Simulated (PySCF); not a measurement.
**Two-photon absorption: SMILES CSc1cccc2[se]nnc12, C₇H₆N₂SSe**

Geometry:
```csv
atom,x (Å),y (Å),z (Å)
C1,-3.276,-0.450,0.482
S2,-2.511,1.142,0.131
C3,-0.809,0.876,-0.182
C4,-0.081,2.033,-0.485
C5,1.287,1.986,-0.757
C6,1.999,0.792,-0.743
C7,1.299,-0.376,-0.443
Se8,1.897,-2.124,-0.331
N9,0.066,-2.582,0.104
N10,-0.650,-1.576,0.114
C11,-0.096,-0.346,-0.163
H12,-4.331,-0.198,0.660
H13,-3.197,-1.140,-0.367
H14,-2.851,-0.922,1.376
H15,-0.603,2.992,-0.508
H16,1.809,2.918,-0.989
H17,3.068,0.775,-0.958
```

Method: TDDFT CAM-B3LYP/aug-cc-pVDZ excited states, vertical, gas phase (PySCF 2.14.0). Geometry: PBE0-D3(BJ)/def2-SVP.

The calculation is non-relativistic, which matters for the atoms heavier than Zn.

(1) Give the one- and two-photon strengths of the lowest singlets.

Answers

(1) δ for parallel linear polarisation; σ at the peak of a Lorentzian of half width 0.1 eV, single beam; Ω is circular over linear.
| state | E (eV) | f | photon λ (nm) | δ (au) | σ (GM) | Ω | main |
| --- | --- | --- | --- | --- | --- | --- | --- |
| S1 | 3.65 | 0.001 | 679 | 0.25 | 0.00 | 1.49 | HOMO−1→LUMO 0.92 |
| S2 | 3.78 | 0.119 | 655 | 260 | 1.36 | 0.69 | HOMO→LUMO 0.88 |
| S3 | 4.22 | 0.001 | 588 | 0.66 | 0.00 | 1.50 | HOMO→LUMO+1 0.63, HOMO−2→LUMO+1 0.22 |
| S4 | 4.52 | 0.084 | 549 | 573 | 4.29 | 0.50 | HOMO−2→LUMO 0.57, HOMO−1→LUMO+1 0.17 |
| S5 | 4.89 | 0.052 | 507 | 252 | 2.22 | 1.05 | HOMO→LUMO+2 0.69, HOMO−1→LUMO+1 0.10 |
| S6 | 5.24 | 0.000 | 474 | 4.18 | 0.04 | 1.50 | HOMO−2→LUMO+1 0.55, HOMO→LUMO+1 0.21 |

Among these, the strongest one-photon state is S2, the strongest two-photon state S4, with a dipole change of 2.1 D (relaxed, norm of the difference vector).
